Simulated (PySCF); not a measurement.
Which level of theory gave which numbers?

Compound: 4-hydroxypyridine, C5H5NO.
SMILES: `Oc1ccncc1`

The closed-shell ground state was solved 4 times with PySCF (density fitting, gas phase), always in the pcSseg-2 basis (322 functions), with these functionals: B97-2, KT3, PBE0 and wB97X-D. One conformer (not necessarily the lowest) at the PBE0-D3(BJ)/def2-TZVP geometry, without solvent, vibrations or thermal averaging.

| row | total energy (Eh) | HOMO (eV) | LUMO (eV) | dipole (D) |
| --- | --- | --- | --- | --- |
| P | -323.5157 | -7.19 | -0.57 | 2.74 |
| Q | -323.5187 | -9.24 | 1.22 | 2.75 |
| R | -328.6244 | -6.12 | -1.39 | 2.68 |
| S | -323.2619 | -7.47 | -0.54 | 2.75 |

Problem. Which functional belongs to which row?

Solution. P = B97-2, Q = wB97X-D, R = KT3, S = PBE0. By rising HOMO–LUMO gap: KT3 (GGA) 4.73 eV; B97-2 (global hybrid, 21 % exact exchange) 6.62 eV; PBE0 (global hybrid, 25 % exact exchange) 6.93 eV; wB97X-D (range-separated hybrid) 10.46 eV. Total energies of different functionals aren't bounds to one another; each is stationary for its own functional.

The values belong to the conformer `[OH:1][c:2]1[cH:3][cH:4][n:5][cH:6][cH:7]1`: H–O1–C2–C3 180°.

wB97X-D is run here without its empirical dispersion term; that term would change no orbital, density or response property at a fixed geometry.
